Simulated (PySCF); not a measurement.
Computed IR spectrum (relative IR intensity) of a molecule CH5F2NSi. Coordinates come from a PBE-D3(BJ)/def2-SVP optimisation. The values are those of a single conformer. All values below come from PBE-D3(BJ)/def2-SVP run with PySCF. Frequencies are harmonic and unscaled.

Lines under 2 % of the strongest are left out, and lines within 2 cm⁻¹ are merged.

| ν (cm⁻¹) | relative intensity |
|---|---|
| 193 | 9.1 |
| 263 | 5.5 |
| 428 | 100 |
| 489 | 9.1 |
| 565 | 7.1 |
| 638 | 4.2 |
| 737 | 10 |
| 795 | 17 |
| 843 | 39 |
| 893 | 90 |
| 930 | 50 |
| 1027 | 91 |
| 1087 | 37 |
| 1276 | 13 |
| 1310 | 3.2 |
| 1492 | 19 |
| 2130 | 75 |
| 2183 | 55 |
| 2944 | 23 |
| 3484 | 13 |
| 3579 | 15 |

Question: Which molecule gave these data?
A. NC[SiH](F)F
B. C[Si](N)(F)F
C. N[SiH2]C(F)F
D. N[Si@@H](F)CF

Answer: C, N[SiH2]C(F)F
